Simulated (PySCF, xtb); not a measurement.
C2H7N2, multiplicity 2. Atoms are numbered in the order given.

```xyz
11

N      1.5285    -0.2686     0.2099
C      0.6375     0.7201    -0.1981
C     -0.7294     0.2528    -0.5790
N     -1.2759    -0.6079     0.4784
H      1.0536    -1.0110     0.7234
H      2.3662     0.0558     0.6840
H      1.0660     1.5965    -0.6942
H     -1.3558     1.1342    -0.8286
H     -0.6967    -0.3698    -1.5019
H     -1.5176    -0.0425     1.2937
H     -2.1322    -1.0657     0.1677
```
Charge 0, spin multiplicity 2.

The structure is a stationary point at B3LYP-D3(BJ)/def2-SVP. The isomer is the one that the SMILES or the coordinates give; other isomers of the formula were not compared. The values are those of a single conformer.

Level of theory: IEF-PCM-M06-2X/def2-SVP (PySCF).

The values are the electrostatic part of the solvation free energy, E(continuum) − E(gas) at the gas-phase geometry, in a cavity of scaled van der Waals radii (PySCF's table); cavitation and dispersion terms are not included. The dipole moment in vacuum is 1.06 D.

```
solvent             ε  ΔG(elec) (kcal/mol)  dipole (D)
--------------  -----  -------------------  ----------
water           78.36                 -5.2        1.30
toluene          2.37                 -2.4        1.16
ethylethanoate   5.99                  [?]         [?]
```

Question: What belongs in the gaps? (Estimate from the structure and the level; the computed values follow.)

Answer: 
- ethylethanoate, ΔG(elec) (kcal/mol): -3.9
- ethylethanoate, dipole (D): 1.23

For comparison, GFN2-xTB/ALPB(water) (xtb, at the GFN2-xTB geometry, all terms of that model) gives -5.1 kcal/mol.
